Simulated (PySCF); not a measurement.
Input file for PySCF: U-HF/LANL2DZ on ClFGeH2 (SMILES [F][GeH2][Cl]), a point of a bond scan (R = 2.904 Å).

```python
from pyscf import gto, scf, dft, mp
from pyscf.data.elements import chemcore

mol = gto.M(
    atom='''
    Ge   -0.48721924   -0.28782149    0.04175761
    F    -1.17043530    1.31354765    0.03434333
    Cl    2.39013450    0.04488578   -0.15986794
    H    -0.82640627   -0.91124549    1.39620161
    H    -0.99927659   -0.99707760   -1.21242615
    ''',
    basis='lanl2dz',
    ecp={'Cl': 'lanl2dz', 'Ge': 'lanl2dz'},
    charge=0, spin=0, verbose=3, max_memory=1800)
mf = scf.UHF(mol)
mf.conv_tol = 1e-8
mf.max_cycle = 100
mf.init_guess_breaksym = True
mf.kernel()
if not mf.converged:
    mf = mf.newton().run(mf.mo_coeff, mf.mo_occ)
for _ in range(4):
    mo, _, stable, _ = mf.stability(return_status=True)
    if stable:
        break
    mf.kernel(mf.make_rdm1(mo, mf.mo_occ))
```

The log:

```
converged SCF energy = -118.942168448227  <S^2> = 2.295204e-08  2S+1 = 1
<class 'pyscf.scf.uhf.UHF'> wavefunction has an internal instability
converged SCF energy = -118.943029643479  <S^2> = 0.19261402  2S+1 = 1.3305849
<class 'pyscf.scf.uhf.UHF'> wavefunction is stable in the internal stability analysis
```

The calculation finished and met its thresholds. Its determinant has ⟨S²⟩ = 0.19, a mixture of spin states.

Cost: very roughly 1.0 core-seconds.
